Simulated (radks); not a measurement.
Species: the vanadium ion V3+. Configuration: [Ar] 3d(up 1.25, down 0.75) (fractional occupations, a model configuration). Calculated with a radial shooting solver on a logarithmic mesh with Libxc functionals: non-relativistic Kohn-Sham, LDA (Slater exchange, Perdew-Wang correlation), spin-polarised, spherical densities, point nucleus.

Unscreened Slater integrals over Kohn-Sham orbitals (cm^-1). They are taken over the spin-up orbitals.

| integral | value |
|---|---|
| F0(3d,3d) | 172330 |
| F2(3d,3d) | 81139 |
| F4(3d,3d) | 50760 |
| F0(3d,3p) | 184080 |
| F2(3d,3p) | 88076 |
| G1(3d,3p) | 109470 |
| G3(3d,3p) | 66518 |
| F0(3d,3s) | 188260 |
| G2(3d,3s) | 83429 |
| F0(3p,3p) | 198940 |
| F2(3p,3p) | 99880 |
| F0(3p,3s) | 203730 |
| G1(3p,3s) | 135340 |
| F0(3s,3s) | 208980 |

Derived for the open shells (J is the average intra-shell exchange parameter used in DFT+U). 3d: Racah B = F2/49 - 5 F4/441 = 1080 cm^-1, C = 35 F4/441 = 4029 cm^-1, C/B = 3.73, F4/F2 = 0.626, J = (F2 + F4)/14 = 9421 cm^-1.
